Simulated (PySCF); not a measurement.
# Radial density of S⁺ (sulfur, charge +1)

PW91, [Ne] 3s1 3p3 3d1, high-spin 6D determinant (an excited configuration). All numbers are calculated (PySCF 2.14, scalar relativity by spin-free X2C-1e, in x2c-TZVPPall with one added diffuse shell each of s, p, d type (6s6p4d1f, 51 functions)).

```tsv
r (bohr)	4πr²ρ (e/bohr)	4πr²(ρα − ρβ)
0.00170	0.1065	0.0004
0.00286	0.2853	0.0011
0.00480	0.7299	0.0028
0.00808	1.811	0.0068
0.0136	4.197	0.0157
0.0229	8.688	0.0323
0.0385	14.78	0.0556
0.0647	18.35	0.0786
0.109	14.89	0.1372
0.183	12.32	0.3801
0.308	17.32	0.5776
0.518	12.17	0.0778
0.871	3.212	1.0207
1.47	3.033	2.9787
2.46	1.344	1.3437
4.14	0.1711	0.1710
6.97	0.005420	0.0054
```

Densities and radii are taken from the X2C orbitals without a picture-change correction, which distorts them close to the nucleus.

The outer electron is Rydberg-like, and this basis confines it to a smaller radius and binds it less than a complete one would.
